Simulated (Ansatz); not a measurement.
`[OH][Sb]([F])[F]` + `C=CCC[SiH3]` → `[F][Sb]([F])[SiH3]` + `C=CCCO`  (formal exchange of groups at the Sb–O bond)

Gas-phase electronic energies from Ansatz, PBE0-D4/def2-TZVP geometries. CCSD(T)/CBS adds triple-zeta CCSD(T) − MP2 to the extrapolated MP2 energy (def2 sets, frozen cores). DFT in def2-TZVPP. B3LYP here is the variant with VWN-RPA as its local correlation; programs differ in this. Elements past krypton have def2 core potentials. For Sb outer-core shells are correlated without core-valence functions, which leaves a few kJ/mol of doubt a bond. One conformer a species, not always the lowest.

| species | B3LYP-D4 energy (Eh) |
| --- | --- |
| `[OH][Sb]([F])[F]` | -516.07694 |
| `C=CCC[SiH3]` | -448.02640 |
| `[F][Sb]([F])[SiH3]` | -731.50995 |
| `C=CCCO` | -232.54751 |

Task: Work out ΔE.

Result: ΔE = (-731.50995) + (-232.54751) − (-516.07694) − (-448.02640) = 0.04588 Eh = +120.5 kJ/mol. CCSD(T)/CBS gives +129.7 kJ/mol.

Largest T1 diagnostic among the species: 0.015.

The D4 term adds +3.1 kJ/mol with B3LYP and +1.9 kJ/mol with PBE0; it sums over pairs of atoms, weighted by their polarisabilities, and B3LYP, whose exchange is more repulsive, gets the larger term. In def2-TZVPP, CCSD(T) changes the Hartree–Fock value by +7.5 kJ/mol (the triples alone add +1.1 kJ/mol) and MP2 by +22.0 kJ/mol.
